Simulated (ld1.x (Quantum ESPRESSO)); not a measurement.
# promethium (Pm), PAW: configuration errors across variants

| Quantity | Value |
| --- | --- |
| Element | Pm |
| Generator | ld1.x (Quantum ESPRESSO) 7.5 |
| Type | PAW |
| Functional | PBE |
| Relativity | fully relativistic |
| Frozen core | [Kr] 4d10 4f4 |
| Valence charge | 11 |
| Reference configuration | 5s2 5p6 5d1 6s1 6p1 |
| Partial waves | 5s (bound): rcut 1.80, rcutus 1.85 bohr; 6s (bound): rcut 1.80, rcutus 1.85 bohr; 5p (bound): rcut 2.15, rcutus 2.55 bohr; 6p (bound): rcut 2.15, rcutus 2.55 bohr; 5d (bound): rcut 2.35, rcutus 3.15 bohr; 5d channel at 2.85 Ry: rcut 2.35, rcutus 3.15 bohr |
| Local potential | all-electron potential smoothed inside 1.75 bohr (lloc = -2) |
| Core correction | Bessel-smoothed model core inside 1.85 bohr |
| Augmentation charge | BESSEL, radius 1.50 bohr |

Open shells are filled in proportion to 2j + 1 (rel_dist='average').

All-electron excitation energies from the reference (eV): (1) 5s2 5p6 5d1 6s2 6p0 -2.647; (2) 5s2 5p6 5d1 6s1 6p0 3.713; (3) 5s2 5p6 5d1 6s0 6p0 15.315; (4) 5s2 5p6 5d1.5 6s1.5 6p0 -2.046; (5) 5s2 5p6 5d2 6s0 6p0 4.306; (6) 5s2 5p6 5d1 6s0 6p2 2.764; (7) 5s2 5p6 5d2 6s1 6p0 -1.351.

4 further variants failed, have other tests or another functional or relativity, and are left out.

Errors AE − PS in meV (a dash: test not solved or not reliable):

```csv
change,(1),(2),(3),(4),(5),(6),(7),bound ghosts
base,-0.2,0.0,-7.5,-2.4,-4.2,-0.1,-6.3,not determined
core correction Bessel-smoothed model core inside 1.82 bohr,-0.1,0.0,-7.5,-2.3,-4.1,-0.1,-6.2,not determined
"augmentation BESSEL, radius 1.65 bohr",-0.3,-0.2,-7.6,-2.7,-5.2,-0.2,-6.9,not determined
"waves 5s (bound): rcut 1.80, rcutus 2.24 bohr; 6s (bound): rcut 1.80, rcutus 2.24 bohr",-1.1,-0.5,-7.6,-2.8,-7.2,-3.7,-7.0,not determined
"wave 5d channel at 2.85 Ry: rcut 2.35, rcutus 3.15 bohr becomes 5d channel at 7.58 Ry: rcut 2.35, rcutus 3.15 bohr",-0.4,0.0,-8.2,-4.1,-6.6,-0.3,-11,not determined
```

(1) Give the same row for: local potential all-electron potential smoothed inside 2.40 bohr (lloc = -1).

Answers

(1) -0.2, 0.0, -6.5, -2.8, -5.1, -0.3, -7.0; bound ghosts: not determined.
